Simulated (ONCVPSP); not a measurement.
# lutetium (Lu), ONCV: configuration errors across variants

- Element: lutetium (Lu)
- Generator: ONCVPSP 4.0.1
- Type: optimised norm-conserving Vanderbilt (ONCV)
- Functional: PBEsol
- Relativity: scalar-relativistic
- Frozen core: [Kr] 4d10
- Valence charge: 25
- Reference configuration: 4f14 5s2 5p6 5d1 6s1.75 6p0.25
- Partial waves: 5s+6s: rc 2.05 bohr, ncon 4, nbas 8, qcut 5 1/bohr, 2 projectors; 5p+6p: rc 2.10 bohr, ncon 4, nbas 7, qcut 6.4 1/bohr, 2 projectors; 5d: rc 3.40 bohr, ncon 4, nbas 9, qcut 5.2 1/bohr, 3 projectors, debl 2.5 Ha; 4f: rc 0.60 bohr, ncon 5, nbas 10, qcut 16.6 1/bohr, 2 projectors, debl 1 Ha
- Local potential: polynomial inside 0.40 bohr (lpopt 2, dvloc0 -1 Ha)
- Core correction: polynomial model core, fcfact 0.55

All-electron excitation energies from the reference (eV): (1) 4f14 5s2 5p6 5d1 6s2 6p0 -0.845; (2) 4f14 5s2 5p6 5d1 6s1 6p0 6.546; (3) 4f14 5s2 5p6 5d1 6s0 6p0 19.767; (4) 4f14 5s2 5p6 5d1.5 6s1.5 6p0 0.636.

1 further variants failed, have other tests or another functional or relativity, and are left out.

A true bound ghost makes a file unfit for plane-wave use even where its test errors are small: the radial tests pick states by their node count and pass the ghost by.

Errors AE − PS in meV (a dash: test not solved or not reliable):

```csv
change,(1),(2),(3),(4),bound ghosts,GHOST(+) flags above zero
base,+0.1,-1.7,-9.4,-0.2,"s, p, d","s, f"
d: debl 1.6,+0.1,-1.6,-8.6,-0.2,"s, p, d","s, f"
"local potential polynomial inside 0.40 bohr (lpopt 2, dvloc0 -0.5 Ha)",+0.1,-1.7,-9.4,-0.2,"s, p, d","s, f"
"core correction polynomial model core, fcfact 0.22",+0.1,-1.7,-9.4,-0.2,"s, p, d","s, f"
s: qcut 3.7; p: qcut 4.7; d: qcut 3.8; f: qcut 12.2,+0.1,-1.6,-17,+4.4,"s, p, d","s, f"
"all radii but the core radius scaled by about 0.82 (s 1.68, p 1.72, d 2.78, f 0.48 bohr); local potential polynomial inside 0.32 bohr (lpopt 2, dvloc0 -1 Ha)",+0.1,-1.7,-6.3,-1.8,"s, p, d","d, f"
s: qcut 7.7,+0.1,-1.6,-8.6,0.0,"s, p, d","s, f"
f: nproj 0; local potential the f channel,+0.1,-1.7,-9.3,-0.2,"s, p, d",none
p: qcut 8.3,+0.1,-1.7,-9.5,-0.1,"s, p, d","s, f"
"core correction Teter function fitted to the true core (icmod 2), fcfact 0.3",+0.1,-1.7,-9.3,-0.2,"s, p, d","s, f"
```

(1) Give the same row for: p: rc 2.9.

Answers

(1) +0.1, -1.7, -9.5, -0.2; bound ghosts: s, p, d; GHOST(+) flags above zero: s, f.
